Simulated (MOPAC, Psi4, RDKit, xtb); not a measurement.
Torsional profile of SMILES Cl[Si](Cl)([SiH2][Si](Cl)(Cl)Cl)Cl. Scanned: dihedral Cl1–Si2–Si5–Si6; all other coordinates were relaxed at B3LYP-D3(BJ)/def2-SVP. Heavy atoms are numbered in the order of the SMILES Cl[Si](Cl)(Cl)[SiH2][Si](Cl)(Cl)Cl, hydrogens after them in the order of the atoms that carry them; the mirror image has the same energies with the sign of each dihedral reversed.

GFN1-xTB // B3LYP-D3(BJ)/def2-SVP (xtb); UFF // B3LYP-D3(BJ)/def2-SVP (RDKit); PM6, restricted, heats of formation // B3LYP-D3(BJ)/def2-SVP (MOPAC); MP2/cc-pVTZ = DF-MP2 (frozen core)/cc-pVTZ // B3LYP-D3(BJ)/def2-SVP (Psi4).

Energies relative to the lowest point of each profile, in kcal/mol; the last columns give the difference from MP2:

```csv
φ / °,GFN1-xTB,UFF,PM6,MP2/cc-pVTZ,GFN1-xTB − MP2/cc-pVTZ,UFF − MP2/cc-pVTZ,PM6 − MP2/cc-pVTZ
0,1.15,2.10,1.03,0.99,0.16,1.10,0.03
10,1.16,1.96,1.00,0.91,0.25,1.04,0.09
20,0.97,1.65,0.77,0.61,0.37,1.05,0.16
30,0.70,1.27,0.46,0.22,0.49,1.05,0.24
40,0.53,0.77,0.26,0.04,0.49,0.72,0.22
50,0.28,0.44,0.14,0.02,0.26,0.42,0.12
60,0.00,0.00,0.00,0.12,-0.12,-0.12,-0.12
70,0.31,0.48,0.21,0.02,0.29,0.46,0.19
80,0.55,0.87,0.25,0.00,0.55,0.87,0.25
90,0.80,1.28,0.47,0.23,0.57,1.04,0.24
100,0.94,1.57,0.68,0.60,0.34,0.96,0.07
110,1.13,1.93,0.93,0.91,0.22,1.02,0.02
```

GFN1-xTB is furthest from MP2/cc-pVTZ at 90 (0.57 kcal/mol, above); its mean absolute difference over the points is 0.34 kcal/mol.

UFF is furthest from MP2/cc-pVTZ at 0 (1.10 kcal/mol, above); its mean absolute difference over the points is 0.82 kcal/mol.

PM6 is furthest from MP2/cc-pVTZ at 80 (0.25 kcal/mol, above); its mean absolute difference over the points is 0.15 kcal/mol.
